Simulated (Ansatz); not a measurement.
A nudged elastic band was laid between two geometries of BGeH$_{7}$OSi (11 atoms, charge 0, multiplicity 1).

Computed with RKS PBE-D4/def2-SVP (Ansatz).

```yaml
movable_images: 5
climbing_image: yes
spring: 5.0 eV/Å²
optimiser: quadratic models (default)
start_path: through a guess of the saddle point
force_threshold: 0.05 eV/Å
iteration_limit: 60
end_points: relaxed
```

Image 0:

```xyz
11
Properties=species:S:1:pos:R:3
O -0.545 2.061 -0.319
Si 0.596 1.375 0.725
B 0.770 -0.616 0.519
Ge -0.526 -1.581 -0.761
H -1.410 1.613 -0.318
H 0.271 1.648 2.184
H 1.886 2.084 0.409
H 1.636 -1.241 1.101
H -1.933 -0.911 -0.784
H 0.050 -1.385 -2.197
H -0.728 -3.104 -0.539
```

Image 6:

```xyz
11
Properties=species:S:1:pos:R:3
O -0.348 1.947 -0.683
Si 0.504 1.296 0.641
B 0.452 -0.712 0.635
Ge -0.047 -1.581 -1.063
H -1.315 1.884 -0.593
H -0.026 1.882 1.935
H 1.913 1.797 0.467
H 1.038 -1.430 1.423
H -0.833 -1.107 0.568
H -1.020 -0.909 -2.083
H -0.254 -3.126 -1.226
```

**Question.** Which bonds break or form, and what moves?

**Answer.** No bond is made or broken.

**Question.** Give the energies along the band, and the barrier.

**Answer.** It converged. The highest image is number 3 of 0 to 6, 0.145 eV above the first end and 0.384 eV above the last; the last end lies 0.239 eV below the first. A vibrational analysis at the climbing image gives one clearly imaginary mode, 412i cm⁻¹: a first-order saddle point.

| image | path coordinate (Å) | energy (eV) |
| --- | --- | --- |
| 0 | 0.00 | 0.000 |
| 1 | 0.83 | 0.010 |
| 2 | 1.67 | 0.028 |
| 3 | 2.50 | 0.145 |
| 4 | 2.80 | 0.071 |
| 5 | 3.10 | -0.171 |
| 6 | 3.39 | -0.239 |

**Question.** What is the geometry of the highest image?

**Answer.** 
```xyz
11
Properties=species:S:1:pos:R:3
O -0.342 1.996 -0.644
Si 0.565 1.344 0.633
B 0.661 -0.664 0.595
Ge -0.257 -1.608 -0.900
H -1.298 1.832 -0.572
H 0.077 1.883 1.961
H 1.969 1.851 0.419
H 1.069 -1.346 1.516
H -1.341 -1.330 0.275
H -0.796 -0.873 -2.148
H -0.242 -3.141 -1.113
```

**Question.** What are the harmonic wavenumbers there?

**Answer.** 412i, 75, 96, 171, 228, 263, 416, 468, 570, 661, 692, 694, 733, 787, 796, 842, 868, 869, 886, 907, 1806, 2090, 2109, 2112, 2147, 2570, 3766 cm⁻¹.

The band took 11 iterations and of the order of 4 core-minutes.

Run time: 2.1 min on 2 threads of Arm Neoverse V1, with other jobs on the host, peak memory 0.15 GiB.
